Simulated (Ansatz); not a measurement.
Cl3OTa (`[O]=[Ta]([Cl])([Cl])[Cl]`). The species carries charge 0 and has multiplicity 1. Ta: def2 effective core potential.

What are the harmonic wavenumbers in cm⁻¹ at PBE0-D4/def2-TZVP (Ansatz, finite differences of forces, unscaled)? (Estimate.)

Ansatz gave: 104, 104, 121, 223, 223, 402, 419, 419, 1033.

Is this a minimum?

Yes, all 9 modes are real.

Give the ideal-gas thermochemistry at 298.15 K and 1 bar (rigid rotor, harmonic oscillator; point group C3v, symmetry number 3).

Zero-point energy 18.2 kJ/mol; H(298) − E = 39.0 kJ/mol; entropy 363.0 J/(mol·K), of which translation 180.1, rotation 113.7, vibration 69.2; G(298) − E = -69.3 kJ/mol.

And at 400, 500, 600, 800 and 1000 K?


```json
{"T (K)": "400", "H − E (kJ/mol)": "48.7", "S (J/mol/K)": "390.9", "G − E (kJ/mol)": "-107.7"}
{"T (K)": "500", "H − E (kJ/mol)": "58.6", "S (J/mol/K)": "413.0", "G − E (kJ/mol)": "-148.0"}
{"T (K)": "600", "H − E (kJ/mol)": "68.7", "S (J/mol/K)": "431.5", "G − E (kJ/mol)": "-190.2"}
{"T (K)": "800", "H − E (kJ/mol)": "89.4", "S (J/mol/K)": "461.3", "G − E (kJ/mol)": "-279.6"}
{"T (K)": "1000", "H − E (kJ/mol)": "110.5", "S (J/mol/K)": "484.8", "G − E (kJ/mol)": "-374.3"}
```

Rotational constants (cm⁻¹)?

0.0494, 0.0494, 0.03349.
